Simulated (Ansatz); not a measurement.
`N[CH]([SiH3])[GeH3]` → `C[NH][GeH2][SiH3]`  (isomerisation)

Isolated molecules relaxed with PBE0-D4/def2-TZVP in Ansatz; ΔE leaves out vibrations. CCSD(T)/CBS adds triple-zeta CCSD(T) − MP2 to the extrapolated MP2 energy (def2 sets, frozen cores). Functionals use def2-TZVPP. B3LYP here is the variant with VWN-RPA as its local correlation; programs differ in this. For Ge outer-core shells are correlated without core-valence functions, which leaves a few kJ/mol of doubt a bond. Scalar relativity is left out up to krypton. One conformer a species, not always the lowest.

`N[CH]([SiH3])[GeH3]`:

```xyz
13

N     0.586    0.166    1.528
C    -0.129   -0.354    0.365
Si   -1.432    0.885   -0.180
Ge    1.172   -0.654   -1.086
H     1.290   -0.483    1.859
H    -0.042    0.352    2.300
H    -0.634   -1.321    0.529
H    -0.804    2.138   -0.674
H    -2.311    1.220    0.978
H    -2.268    0.291   -1.258
H     2.324   -1.511   -0.522
H     1.740    0.681   -1.588
H     0.508   -1.410   -2.250
```

`C[NH][GeH2][SiH3]`:

Z-matrix (Å, degrees):
```
C
N 1 1.450
H 1 1.100 2 115.0
H 1 1.094 2 110.1 3 121.9
H 1 1.094 2 109.5 3 -120.8
Ge 2 1.846 1 117.9 3 67.2
H 2 1.011 1 111.5 3 -65.1
Si 6 2.398 2 113.7 1 -58.6
H 6 1.542 2 106.0 1 62.3
H 6 1.540 2 106.5 1 179.4
H 8 1.489 6 110.0 2 -63.8
H 8 1.488 6 111.1 2 176.0
H 8 1.488 6 110.6 2 55.7
```

| level | ΔE (kJ/mol) |
| --- | --- |
| B3LYP-D4 | -44.9 |
| ωB97X-V | -40.9 |

(1) What does CCSD(T)/CBS give? (Estimate.)

Largest T1 diagnostic among the species: 0.012.

Results:

(1) Computed: -38.4 kJ/mol. The listed levels differ from it by -6.5, -2.5 kJ/mol.

The D4 term adds +3.9 kJ/mol with B3LYP and +1.8 kJ/mol with PBE0; it sums over pairs of atoms, weighted by their polarisabilities, and B3LYP, whose exchange is more repulsive, gets the larger term. In def2-TZVPP, CCSD(T) changes the Hartree–Fock value by +9.1 kJ/mol (the triples alone add +1.0 kJ/mol) and MP2 by +13.0 kJ/mol.
